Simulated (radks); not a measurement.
Initial-state core-level shifts of neutral osmium when its valence configuration changes from [Xe] 4f14 5d6 6s2. Method: Dirac Kohn-Sham, PBE, spin-unpolarised, spherical densities, finite nucleus; open shells are shared between the two j in proportion to 2j + 1; Fermi nuclear charge, rms radius 5.4126 fm; computed with a radial shooting solver on a logarithmic mesh with Libxc functionals. Shifts are changes of the shell-averaged eigenvalues in eV (positive: less bound); the change of the density at the nucleus, which sets a Mossbauer isomer shift, is in e/bohr^3, on a base of 1.675e+06.

[
 {"valence": "4f14 5d6 6p2", "2p": "-3.281", "3d": "-3.293", "4s": "-3.308", "4p": "-3.307", "density at nucleus": "-198.2"},
 {"valence": "4f14 5d5 6p3", "2p": "-7.606", "3d": "-7.599", "4s": "-7.586", "4p": "-7.586", "density at nucleus": "-185.5"},
 {"valence": "4f14 5d7 6s1", "2p": "+2.453", "3d": "+2.443", "4s": "+2.425", "4p": "+2.427", "density at nucleus": "-115.3"},
 {"valence": "4f13.5 5d6 6s2 6p0.5", "2p": "-7.992", "3d": "-8.801", "4s": "-8.120", "4p": "-7.916", "density at nucleus": "+79.8"},
 {"valence": "4f13 5d6 6s2 6p1", "2p": "-16.276", "3d": "-17.925", "4s": "-16.480", "4p": "-16.060", "density at nucleus": "+163.2"},
 {"valence": "4f14 5d4 6s1 6p3", "2p": "-10.782", "3d": "-10.736", "4s": "-10.675", "4p": "-10.676", "density at nucleus": "-35.6"},
 {"valence": "4f13 5d6 6p3", "2p": "-19.342", "3d": "-21.004", "4s": "-19.572", "4p": "-19.150", "density at nucleus": "-74.5"},
 {"valence": "4f12 5d7 6s2 6p1", "2p": "-28.531", "3d": "-31.982", "4s": "-28.809", "4p": "-27.925", "density at nucleus": "+289.4"},
 {"valence": "4f13.5 5d6.5 6s2", "2p": "-5.632", "3d": "-6.448", "4s": "-5.779", "4p": "-5.574", "density at nucleus": "+58.1"}
]
